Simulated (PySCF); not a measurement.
**Radial density of F⁺ (fluorine, charge +1)**

UHF, [He] 2s2 2p4, high-spin 3P determinant. Calculation: PySCF 2.14, in x2c-TZVPall; the spin-free X2C one-electron Hamiltonian (Gaussian nucleus).

```csv
r (bohr),4πr²ρ (e/bohr),4πr²(ρα − ρβ)
0.00240,0.03321,0.0000
0.00403,0.09058,0.0000
0.00678,0.2394,0.0001
0.0114,0.6161,0.0002
0.0192,1.501,0.0006
0.0323,3.340,0.0021
0.0543,6.349,0.0086
0.0913,9.310,0.0405
0.154,8.978,0.1741
0.258,5.132,0.6256
0.434,4.366,1.5251
0.731,5.941,1.9831
1.23,3.305,1.0220
2.07,0.4821,0.1345
3.48,0.01284,0.0023
```

Densities and radii are taken from the X2C orbitals without a picture-change correction, which distorts them close to the nucleus.
